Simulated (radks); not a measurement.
The numbers below are computed, except where a source is named.
Numerical settings for the ytterbium ion Yb+, [Xe] 4f14 6s1. Level of theory: Dirac Kohn-Sham, PBEsol, spin-unpolarised, spherical densities, point nucleus (a radial shooting solver on a logarithmic mesh with Libxc functionals). The defaults (mesh step 0.008 in ln r, mesh end at 40 bohr or more with all orbitals vanishing there, Anderson mixing 0.5 over 9 steps, residual threshold near 1e-9 with the energy settled to 1e-9 hartree or 1e-11 of itself, here a cap of 84 iterations) give E = -14071.3378 hartree and 4f7/2 at -9.212 eV in 17 iterations. Run on one thread of a shared host, so times are rough (Arm Neoverse N1): 0.26 s of CPU time, 0.26 s wall, 17 iterations on 2648 mesh points. Changes against that run (0 stands for a change within the tolerance of the run):

setting                    iterations         converged  E (mhartree)  e(4f7/2) (meV)  CPU (s)
mesh step in ln r 0.03             17               yes      +0.00156               0     0.09
mesh step in ln r 0.005            17               yes             0               0     0.41
mesh step in ln r 0.012            17               yes             0               0     0.19
mesh end (bohr) 400                17               yes             0               0     0.27
mesh end (bohr) 2                  15  level above zero     +1.19e+04       +4.73e+04     0.17
residual threshold 1e-13           26               yes             0               0     0.34
residual threshold 0.001           11               yes             0           -2.91     0.21
mixing 0.05                        37               yes             0               0     0.53
linear mixing, mixing 1            84                no     +7.33e+05       +8.36e+03      3.7
linear mixing, mixing 0.2          84                no             0               0     0.87
mixing history 2                   30               yes             0               0     0.37
iteration cap 3                     3                no          +351       +1.55e+03     0.06

Settled on a wrong energy, with an occupied level pushed above zero by the early mesh end: mesh end (bohr) 2 (+11.9 hartree). Apart from these: no run marked as converged misses the energy by more than 1 mhartree. A mesh that ends early acts as a hard wall.
